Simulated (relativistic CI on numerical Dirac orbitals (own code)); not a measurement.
## F VII: calculation against measurement

Calculated at this level of theory: Dirac-Coulomb-Breit CI, separate exchange-only KLI orbitals for each configuration, a model potential for QED, unscaled Slater integrals (own radial code, finite nucleus).

Configurations in the expansion (outside the closed core 1s2): 2s, 2p, 3s, 3p, 3d, 4s, 4p, 4f, 4d, 5s, 5p, 5g, 5f, 5d. Levels of other configurations are missing.

```
Configuration  Term (tabulated)    J  Measured (cm⁻¹)  Computed  Error  Purity (%)
           2s                2S  1/2              0.0         0      0         100
           3s                2S  1/2         854625.0    853716   -909         100
           3p               2P°  1/2         885136.0    884537   -599         100
           3p               2P°  3/2         885418.0    884813   -605         100
           3d                2D  3/2         895632.0    894472  -1160         100
           3d                2D  5/2         895722.0    894558  -1164         100
           4s                2S  1/2        1140416.0   1139307  -1109         100
           4d                2D  3/2        1157223.0   1156034  -1189         100
           4d                2D  5/2        1157255.0   1156070  -1185         100
           5s                2S  1/2        1269826.0   1268666  -1160         100
```

Measured levels from Moore, Atomic Energy Levels, vol. I, NSRDS-NBS 35 (1971 reprint of NBS Circular 467, 1949); pairs were made by configuration, J and term (by order where the table uses no LS term), so strongly mixed levels may be paired wrongly. The analysis dates from before 1960.

Mean error by configuration (cm⁻¹): 3s -909; 3p -602; 3d -1162; 4s -1109; 4d -1187; 5s -1160. Over the excited levels the mean absolute error is 1009 cm⁻¹ (9 of the 9 excited levels that our extract of the source holds in range could be paired), and the median relative error of those above 1,000 cm⁻¹ is 0.1 %.
